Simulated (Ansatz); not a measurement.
`C[SiH](O)O[Si](C)(O)O`. Total charge 0; spin multiplicity 1. Geometry: relaxed with PBE0-D4/def2-TZVP. It is one conformer, not always the lowest.

```xyz
18

C    -1.370    0.517   -2.111
Si    0.197   -0.353   -1.631
O     0.419   -1.745   -2.472
O     0.149   -0.686   -0.030
Si    0.103   -0.055    1.476
C     1.677    0.837    1.839
O    -0.205   -1.297    2.504
O    -1.114    1.026    1.648
H    -2.244   -0.113   -1.924
H    -1.364    0.787   -3.170
H    -1.489    1.431   -1.522
H     1.401    0.457   -1.933
H    -0.290   -2.389   -2.472
H     1.798    1.694    1.172
H     1.684    1.204    2.867
H     2.538    0.179    1.702
H     0.095   -2.164    2.231
H    -1.986    0.669    1.825
```

Question: What is the dipole moment at ωB97M-V/def2-TZVPP? (Estimate.)

Answer: The calculation gave: 1.95 D, with components (-1.46, -1.25, -0.30) D in this frame, pointing from negative to positive charge.

Question: And with PBE, r2SCAN, B3LYP? (Estimate.)

Answer: The calculation gave: PBE 1.89 D, r2SCAN 1.94 D, B3LYP 1.90 D.

Question: Give the Mulliken charges with ωB97M-V, r2SCAN, PBE in def2-TZVPP. (Best estimate.)

Answer: Ansatz gave: 
| atom | ωB97M-V | r2SCAN | PBE |
| --- | --- | --- | --- |
| C1 | -0.46 | -0.32 | -0.39 |
| Si2 | 0.56 | 0.62 | 0.50 |
| O3 | -0.38 | -0.42 | -0.36 |
| O4 | -0.36 | -0.39 | -0.28 |
| Si5 | 0.69 | 0.73 | 0.56 |
| C6 | -0.45 | -0.32 | -0.38 |
| O7 | -0.39 | -0.42 | -0.36 |
| O8 | -0.39 | -0.43 | -0.37 |
| H9 | 0.11 | 0.06 | 0.09 |
| H10 | 0.12 | 0.08 | 0.11 |
| H11 | 0.12 | 0.08 | 0.11 |
| H12 | -0.05 | -0.10 | -0.10 |
| H13 | 0.17 | 0.19 | 0.18 |
| H14 | 0.12 | 0.08 | 0.10 |
| H15 | 0.13 | 0.08 | 0.11 |
| H16 | 0.11 | 0.07 | 0.10 |
| H17 | 0.18 | 0.20 | 0.19 |
| H18 | 0.18 | 0.21 | 0.19 |

B3LYP here is the variant with VWN-RPA as its local correlation; programs differ in this.
